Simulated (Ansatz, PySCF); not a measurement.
This triplet lies 0.33 eV above the relaxed singlet at the level frozen-core CCSD(T)/cc-pVTZ // PBE0-D3(BJ)/def2-TZVP (Ansatz, a first-principles code); other levels give the other order.

Cartesian coordinates (Å):
SMILES: [Si](B)F
```xyz
5

B     -0.7650    -0.0819     0.0077
Si     1.0992    -0.5802     0.1546
F      2.2264     0.5298    -0.0916
H     -0.9802     1.0605    -0.2668
H     -1.5804    -0.9282     0.1961
```
Charge 0, spin multiplicity 3.

Problem. Estimate the highest occupied spin orbital, dipole moment and total energy that PySCF 2.14.0 with PBE0-D3(BJ)/def2-TZVP returns for this input.

Solution. 
```yaml
highest_occupied_spin_orbital: -6.48 eV
dipole_moment: 0.95 D
total_energy: -11296.70 eV
```
